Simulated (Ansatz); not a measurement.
Wavefunction ladder for ClGeH3Se (`[Cl][GeH2][SeH]`)

```xyz
6

Cl   -0.966   -2.218    0.168
Ge   -0.349   -0.218   -0.315
Se    1.199    0.346    1.359
H     0.294   -0.257   -1.707
H    -1.598    0.672   -0.272
H     1.419    1.675    0.767
```

The species carries charge 0 and has multiplicity 1. Correlated methods include outer-core shells of Ge, Se, which these sets cover unevenly. Scalar relativity is left out up to krypton. The structure was optimised at the PBE0-D4/def2-TZVP level. It is one conformer, not always the lowest. Frozen core, restricted reference, the Gaussian-basis code of Ansatz.

```
     basis      HF (Eh)  MP2 corr.
  def2-SVP  -4935.81666   -0.59855
def2-TZVPP  -4936.54074   -0.71873
def2-QZVPP  -4936.64305   -1.30566
```

(1) Estimate the CCSD correlation energy and the (T) correction in each basis where they were run (hartree).

Results:

(1) 
| basis | CCSD corr. | (T) |
| --- | --- | --- |
| def2-SVP | -0.62061 | -0.01588 |
| def2-TZVPP | -0.74831 | -0.02873 |
| def2-QZVPP | -1.29160 | -0.03898 |
